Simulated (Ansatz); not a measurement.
```xyz
3

Cl    0.0000    0.0000   -2.0175
Mg    0.0000    0.0000    0.0000
Cl    0.0000    0.0000    2.0175
```

Basis set: def2-TZVP (spherical functions). Correlated methods keep 11 orbitals frozen. Charge 0, multiplicity 1.

Computed with Ansatz (development build ahead of 0.2.0); each method stands on the lowest determinant of its kind that the runs found. Restricted open shells among the atoms or ions are ROHF, correlated in semicanonical orbitals with singles.

The atomization energy at this shape (free ground-state atoms in the same class of orbitals less the molecule, no zero-point energy) of singlet MgCl₂:

```json
{"method": "RHF-MP2", "atomization energy": "7.78 eV"}
```

Q: What does RHF give?

A: 6.40 eV. Caution: the shape is not the minimum.
